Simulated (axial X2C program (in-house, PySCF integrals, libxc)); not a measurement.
**Correcting the dissociation energy of CBr⁺ for spin–orbit coupling**

A spin-free PBE0 curve (one-electron X2C) was computed with an in-house all-electron X2C program for linear molecules (integrals from PySCF), basis Br dyall-cv3z [8s9p6d4f1g], C dyall-v3z [7s6p2d1f] (cores contracted in-house), for the state M_S = 0, Λ = 0 (closed shell). It gives D0 = 6.276 eV to Br + C+, which in a spin-free picture are the weighted means of the ground terms.

Measured levels of the ground terms (NIST Handbook of Basic Atomic Spectroscopic Data), in cm⁻¹: Br 2P: J = 3/2 at 0, J = 1/2 at 3685.2; C+ 2P: J = 1/2 at 0, J = 3/2 at 63.4.

The molecular state has Λ = 0, so it has no first-order lowering.

How far does each ground level lie under the (2J+1)-weighted mean of its term?

Br: (4 × 0 + 2 × 3685.2)/6 = 1228 cm⁻¹; C+: (2 × 0 + 4 × 63.4)/6 = 42 cm⁻¹.

Correct D0.

D0 = 6.276 + (0 − 1270)/8065.5 = 6.119 eV at PBE0 with these spin–orbit terms.

Second-order spin–orbit effects in the molecule, which grow quickly with Z, are left out. One determinant describes the state; a PBE0 search over occupations chose it and may have missed a lower one. Dissociation energies refer to the lowest single-determinant-based atoms at the same level and basis.
